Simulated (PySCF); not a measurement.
# Nonlinear optical response: `c1nc(C=C=C)ncn1`, C6H5N3

Geometry (Å), atoms numbered from 1 in this order:
```xyz
14

C     3.1639    0.4604   -0.2575
C     2.0949   -0.2057    0.0719
C     1.0214   -0.8895    0.4118
C    -0.3454   -0.4622    0.1072
N    -0.5409    0.6853   -0.5562
C    -1.8071    0.9902   -0.7882
N    -2.8649    0.2668   -0.4238
C    -2.5580   -0.8498    0.2279
N    -1.3330   -1.2660    0.5213
H     3.5874    1.2173    0.4114
H     3.6614    0.2911   -1.2185
H     1.1111   -1.8361    0.9538
H    -2.0042    1.9240   -1.3300
H    -3.3911   -1.4857    0.5533
```

Computed with quadratic response CAM-B3LYP/aug-cc-pVDZ first hyperpolarisability, Taylor convention, gas phase in PySCF 2.14.0. Geometry: PBE0-D3(BJ)/def2-SVP.

Task: What is the first hyperpolarisability, and how does it disperse?

Result: In au, Taylor convention; the vector part is βᵢ = ⅓ Σⱼ (βᵢⱼⱼ + βⱼᵢⱼ + βⱼⱼᵢ); β∥ is 3/5 of the vector part along the dipole, the dipole points from − to +:
```
                   process  λ (nm)  β vector norm     β∥  β HRS  depolarisation ratio
           static β(0;0,0)       ∞          369.5  210.7  172.1                  3.64
second harmonic β(−2ω;ω,ω)    1907          407.4  232.6  188.5                  3.70
         Pockels β(−ω;ω,0)    1907          381.5  217.7      –                     –
second harmonic β(−2ω;ω,ω)    1064          514.2  294.3  234.6                  3.84
         Pockels β(−ω;ω,0)    1064          410.2  234.3      –                     –
```

Task: Which lowest excitations, dipole and polarisabilities go with it?

Result: S1 4.49 eV (f = 0.000); S2 4.78 eV (f = 0.005); S3 4.83 eV (f = 0.003); dipole 1.55 D; isotropic α 97.2 au static, 97.6 au at 1907 nm, 98.7 au at 1064 nm, 99.1 au at 953.5 nm, 104.1 au at 532 nm.
